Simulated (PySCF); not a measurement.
# Computed records: Al2BH4

All values are calculated (PySCF 2.14.0). Calculation on a computer-drawn molecule: the log of a Hartree-Fock and frozen-core CCSD(T) single point meant for a local Hartree-Fock minimum, with one planted fault or none, to be diagnosed. Offsets are logged minus clean, where the clean run is the same molecule without the fault. The reference is restricted for singlets and unrestricted otherwise, and also for a bond in bohr or an excited solution. Adding or removing an electron swaps singlet and doublet. The excited solution moves the top pair (singlet) or top alpha electron (doublet) to the lowest empty orbital. Highest occupied and lowest empty are orbital energies over both spins, largest force is the largest gradient component, triples share is (T) over the correlation energy, the T1 limit is 0.02 restricted and 0.045 unrestricted, electrons count all cores, a negative frequency is imaginary (commonest isotopes), and the dipole is about the centre of nuclear charge.

Entry: Al2BH4

Logged structure:
```xyz
7
Al2BH4
B     -3.0854    -0.9432     0.5549
Al    -1.7309    -0.7003    -0.9725
Al     0.3019     0.9445    -0.7554
H     -3.8531    -1.0619     1.4579
H     -2.0097    -1.5735    -2.2713
H      1.7068     0.4753    -0.1797
H      0.2037     2.4676    -1.1976
```

```
meant charge                      : 0
meant multiplicity                : 2
meant basis                       : cc-pV(D+d)Z
logged electrons                  : 35
logged basis functions            : 80
logged SCF converged              : yes
logged spin squared               : 0.7604
logged highest occupied           : -8.1485 eV
logged lowest empty               : 0.42847 eV
logged largest force              : 7.113e-06 hartree/bohr
logged lowest frequency           : 40.654 cm⁻¹
logged T1 diagnostic              : 0.02062
logged D1 diagnostic              : 0.061674
logged triples share              : 0.024892
logged CC converged               : yes
logged dipole magnitude           : 0.75159 debye
logged SCF stable within its kind : yes
logged energy HF                  : -510.74752 hartree
logged energy CCSD(T)             : -510.99139 hartree
possible faults                   : no fault, one electron removed, one electron added, multiplicity raised by two, geometry at a saddle point, SCF held on an excited solution, minimal basis STO-3G, one bond length entered in bohr, all coordinates scaled
planted fault                     : ?
```

Drawn bonds:
```tsv
atom	other atom	order
1	2	1
2	3	1
1	4	1
2	5	1
3	6	1
3	7	1
```

Questions
1. Which fault was planted in the run of Al2BH4?

Calculated values
1. no fault

Further results for Al2BH4:

```
HF energy offset from clean run      : 0 kcal/mol
CCSD(T) energy offset from clean run : 0 kcal/mol
```
